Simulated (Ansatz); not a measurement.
SiB₇. Charge 0, multiplicity 2. Geometry PBE-D4/def2-SVP.

```xyz
8

B    -0.5349   -0.0568   -1.6799
B    -1.4492   -0.4125    0.9174
B     1.8352    0.1143   -0.1735
B    -0.1465   -0.2906    1.7930
B     1.3206   -0.0855    1.2884
B     1.0145    0.1607   -1.5054
B     0.0472    0.1675    0.0396
Si   -2.0870    0.4030   -0.6795
```

B3LYP takes the VWN-RPA correlation. The structure comes from a short search, and lower isomers may exist.

(1) Estimate the α-spin orbital energies around the gap (eV) in Ansatz with PBE-D4/def2-TZVPD, B3LYP-D4/6-31G, PBE0-D4/def2-TZVPD, BHLYP-D4/def2-TZVP, ωB97M-V/def2-TZVP.

Answers

(1) 
```
orbital  PBE-D4/def2-TZVPD  B3LYP-D4/6-31G  PBE0-D4/def2-TZVPD  BHLYP-D4/def2-TZVP  ωB97M-V/def2-TZVP
 HOMO−5              -8.19           -9.15               -9.51              -10.53             -11.71
 HOMO−4              -7.97           -8.94               -9.17              -10.24             -11.27
 HOMO−3              -7.18           -7.70               -8.09               -8.79              -9.97
 HOMO−2              -7.01           -7.58               -7.98               -8.73              -9.97
 HOMO−1              -6.05           -6.37               -6.79               -7.28              -8.47
   HOMO              -5.93           -6.23               -6.77               -7.27              -8.38
   LUMO              -4.43           -3.58               -3.74               -2.81              -1.93
 LUMO+1              -2.73           -1.82               -1.97               -0.98              -0.09
 LUMO+2              -2.56           -1.59               -1.84               -0.88               0.02
 LUMO+3              -2.10           -0.98               -1.25               -0.24               0.66
 LUMO+4              -2.04           -0.98               -1.19               -0.19               0.70
 LUMO+5              -1.64           -0.50               -0.74                0.39               1.15
 β HOMO              -5.93           -6.24               -6.67               -7.19              -8.38
 β LUMO              -5.11           -4.22               -4.26               -3.25              -2.48
```
